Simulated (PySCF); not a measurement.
Si(CF3)(F)3 (CF6Si), SMILES FC(F)(F)[Si](F)(F)F. Heavy atoms are numbered as in [F:1][C:2]([F:3])([F:4])[Si:5]([F:6])([F:7])[F:8].

The structure is a stationary point at B3LYP-D3(BJ)/def2-SVP.

Calculation: PBE0/def2-TZVP in PySCF.

Atomic charges (e), one atom of each kind:

```
atom    IAO  Löwdin
----  -----  ------
F1    -0.27       …
C2     0.52       …
Si5    1.82       …
F6    -0.51       …
```

### Question
Fill in the missing entries. (An estimate is asked for; the answer gives what the named calculation found.)

### Answer

- F1, Löwdin: 0.20
- C2, Löwdin: -0.75
- Si5, Löwdin: -0.01
- F6, Löwdin: 0.05

Computed Mayer and Wiberg (Löwdin basis) orders of the bonds:
```
bond    Mayer  Wiberg
------  -----  ------
F1–C2    1.12    1.78
C2–F3    1.12    1.78
C2–F4    1.12    1.78
C2–Si5   0.93    0.92
Si5–F6   1.17    1.75
Si5–F7   1.17    1.75
Si5–F8   1.17    1.75
```
